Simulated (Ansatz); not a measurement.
Basis-set series for C6H17NO3Zr (`C[O][Zr]([OH])([O]C(C)C)[N](C)C`). Total charge 0; spin multiplicity 1. Zr takes the def2 core potential. All single points use the PBE0-D4/def2-TZVP geometry. It is one conformer, not always the lowest.

```tsv
functional	basis	functions	energy (Eh)	HOMO (eV)	LUMO (eV)
PBE0-D4	def2-SVP	256	-565.59060	-5.87	0.35
PBE0-D4	def2-QZVPP	1161	-566.22224	-6.00	-0.03
ωB97M-V	def2-SVP	256	-565.84828	-8.13	1.41
ωB97M-V	def2-QZVPP	1161	-566.50392	-8.26	0.71
```

Question: Give the rows for def2-TZVPP. (Estimate.)

Answer: Ansatz gave: 
```csv
functional,basis,functions,energy (Eh),HOMO (eV),LUMO (eV)
PBE0-D4,def2-TZVPP,604,-566.18970,-5.98,0.09
ωB97M-V,def2-TZVPP,604,-566.47250,-8.24,1.02
```

Positive LUMOs are unbound and depend on the basis.
